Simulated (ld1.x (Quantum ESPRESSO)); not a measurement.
## What one change does to a pseudopotential (iodine, ultrasoft)

iodine, ultrasoft, made with ld1.x (Quantum ESPRESSO) 7.5 (LDA (PZ), fully relativistic). Core [Kr] 4d10, reference 5s2 5p4 (charge +1). Waves: 5s (bound): rcut 1.30, rcutus 1.85 bohr; 5s channel at -0.65 Ry: rcut 1.30, rcutus 1.85 bohr; 5p (bound): rcut 1.65, rcutus 2.00 bohr; 5p channel at 1.6 Ry: rcut 1.65, rcutus 2.00 bohr; 5d channel at 0.3 Ry: rcut 1.75, rcutus 1.95 bohr; 5d channel at 2.9 Ry: rcut 1.75, rcutus 1.95 bohr. Local part: all-electron potential smoothed inside 1.45 bohr (lloc = -1). Core correction: none. Augmentation charge: built from norm-conserving waves at rcut, not smoothed further.

Open shells are filled in proportion to 2j + 1 (rel_dist='average').

Change: waves 5s (bound): rcut 1.30, rcutus 2.84 bohr; 5s channel at -0.65 Ry: rcut 1.30, rcutus 2.84 bohr.

Cutoffs: the cutoffs (Ry, on a coarse ladder) from which the occupation-weighted sum of valence levels, in a spherical-Bessel basis at the reference potential, stays within 10 and 1 mRy of its value at 400 Ry; they do not see the model core or the augmentation charge, which bear on the density cutoff. Errors are all-electron minus pseudo energies relative to the spin-unpolarised reference configuration.

**Question.** Predict the effect on cutoff, ghosts and configuration errors.

**Answer.** The potential gets softer (10 Ry and 18 Ry → 8 Ry and 15 Ry); both files keep a bound ghost (d, s); of the 7 tests that both files solve, the error grows in 0 and shrinks in 4 by more than 15 % and 0.3 meV (median size 13.4 → 13.9 meV). A larger radius leaves more room for a smooth pseudo-wave, so fewer plane waves are needed. That the errors move this way runs against the usual rule that smaller radii transfer better.

| quantity | base | changed |
| --- | --- | --- |
| cutoff, loose | 10 Ry | 8 Ry |
| cutoff, tight | 18 Ry | 15 Ry |
| loose cutoff by channel (10 mRy a level) | s 8 Ry, p 6 Ry | s 6 Ry, p 6 Ry |
| bound ghosts | s, d5/2 | s, d5/2 |
| error for 5s2 5p5, meV [ΔE -11.33 eV] | +3.1 | +2.4 |
| error for 5s2 5p3, meV [ΔE 20.09 eV] | +6.8 | +4.6 |
| error for 5s2 5p2, meV [ΔE 49.74 eV] | +40 | +27 |
| error for 5s1 5p6, meV [ΔE -0.87 eV] | +19 | +19 |
| error for 5s2 5p1, meV [ΔE 89.59 eV] | +137 | +91 |
| error for 5s1 5p5, meV [ΔE 11.02 eV] | +13 | +14 |
| error for 5s2 5p4.5, meV [ΔE -6.70 eV] | +1.0 | +0.8 |
| lowest overlap eigenvalue by channel | s 0.38, p1/2 0.39, p3/2 0.37, d3/2 0.76, d5/2 0.79 | s 0.01, p1/2 0.39, p3/2 0.37, d3/2 0.76, d5/2 0.79 |

 A true bound ghost makes a file unfit for plane-wave use even where its test errors are small: the radial tests pick states by their node count and pass the ghost by.
